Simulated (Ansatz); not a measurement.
Reactions of `CC(=N)[SiH3]`.

Program: Ansatz. Geometries: PBE0-D4/def2-TZVP. ΔE: electronic, gas phase. CBS: MP2 limit from def2 TZ/QZ plus the TZ coupled-cluster correction, frozen cores. This one scheme is used for every species. DFT in def2-TZVPP. For Br, Sc, Se outer-core shells are correlated without core-valence functions, which leaves a few kJ/mol of doubt a bond. Scalar relativity is left out up to krypton. Each species was taken in one conformer, which may not be the lowest.

| reaction | ωB97X-V (kJ/mol) | r2SCAN-D4 (kJ/mol) | CCSD(T)/CBS(def2) (kJ/mol) |
| --- | --- | --- | --- |
| `CC(=N)[SiH3]` + `[Br][AlH][Br]` → `[CH3][Al]([Br])[Br]` + `N=C[SiH3]` | -24 | -26 | -27 |
| `CC(=N)[SiH3]` + H₂Se → `N=C([SiH3])[SeH]` + CH₄ | -5 | -17 | -10 |
| `CC(=N)[SiH3]` + `[OH][Sc]([OH])[OH]` → `[OH][Sc]([OH])[O][SiH3]` + `CC=N` | -125 | -124 | -128 |
| `CC(=N)[SiH3]` + `O[SiH2][SiH3]` → `[SiH3]O[SiH2][SiH3]` + `CC=N` | -117 | -114 | -117 |
| `CC(=N)[SiH3]` + `N[SiH]1BN1` → `[SiH3][SiH]1BN1` + `CC(=N)N` | 43 | 35 | 54 |
| `CC(=N)[SiH3]` + HCl → `N=C([SiH3])Cl` + CH₄ | -6 | -18 | -5 |
| `CC(=N)[SiH3]` + `[AlH3]` → `C[C](=N)[AlH2]` + SiH₄ | -4 | -5 | -5 |

Largest T1 diagnostic: 0.016, for `[OH][Sc]([OH])[OH]`.
